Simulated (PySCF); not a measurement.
**C₈H₁₀ClF: full NMR table**

- Formula: C8H10ClF
- SMILES: CC(C)=C(C#CCF)CCl
- InChI: InChI=1S/C8H10ClF/c1-7(2)8(6-9)4-3-5-10/h5-6H2,1-2H3
- Point group of the computed structure: C1
- Degrees of unsaturation: 3
- Carbon signals: 8
- Proton signals: 4

Bonds (- single, = double, # triple, : aromatic): C1-C2, C2-C3, C2=C4, C4-C5, C5#C6, C6-C7, C7-F8, C4-C9, C9-Cl10. C1 carries H11, H12, H13; C3 carries H14, H15, H16; C7 carries H17, H18; C9 carries H19, H20.

[PySCF 2.14: geometry: GFN2-xTB; GIAO PBE0/pcSseg-1 shieldings; in vacuum; fast rotation and ring inversion assumed for equivalent nuclei; non-relativistic; one conformer]

Chemical shifts δ = σref − σ; TMS for 1H and 13C; 19F against CFCl3, all at this level.

```tsv
carbon	δC, type	δH (multiplicity)	HMBC from (2–3 bonds)	span of the C tensor (ppm)
C1	28.9, CH3	2.30 (s)	H14/H15/H16	38
C2	166.0, C	–	H19/H20, H11/H12/H13, H14/H15/H16	258
C3	20.9, CH3	2.16 (s)	H11/H12/H13	32
C4	121.2, C	–	H19/H20, H11/H12/H13, H14/H15/H16	175
C5	96.8, C	–	H17/H18, H19/H20	243
C6	96.9, C	–	H17/H18	201
C7	74.0, CH2	5.57 (m)	–	87
C9	51.7, CH2	4.30 (s)	–	45
```

Other nuclei:
```
atoms  nucleus                environment  δ (ppm)  σ (ppm)
   F8      19F  fluorine on an sp3 carbon   -243.0    413.9
```

Carbon types of the structure: 4 × C, 2 × CH2, 2 × CH3, which accounts for all hydrogens. δC 166.0, 121.2: fully substituted alkene carbon. δC 96.9, 96.8: alkyne carbon; sp carbons lie upfield of alkene carbons because the cylindrical π system leaves one tensor component strongly shielded. δC 74.0: propargylic sp3 CH2 bonded to F; the inductive effect lowers its shielding. δC 51.7: allylic sp3 CH2 bonded to Cl; deshielded by the electronegative neighbour. δH 5.57: hydrogen on a propargylic sp3 CH2 bonded to F; its carbon carries F, which withdraws density.

Carbons that carry Cl, above all several Cl atoms, come out too deshielded, partly because spin–orbit coupling is missing. Splittings by 19F in the carbon and heteronuclear signals aren't shown, as no couplings were computed. Shifts are as computed. Against solution values, carbons near 30 ppm lie about +3 ppm off and those near 130 ppm about +5 ppm; carbons on Cl a further +6 ppm. Of 1211 compounds with measured shifts, 218 miss one by over three times the rms of a fit or turn the order of signals round; such compounds aren't used in these exercises. Unscaled 19F shifts against computed CFCl3 carry errors that often reach 10 to 50 ppm. No couplings were computed; multiplicities are counted from neighbouring protons, with m where these are inequivalent, close in shift, in a saturated or five-membered ring or joined by F or P, and br s for small geminal =CH2 splittings.
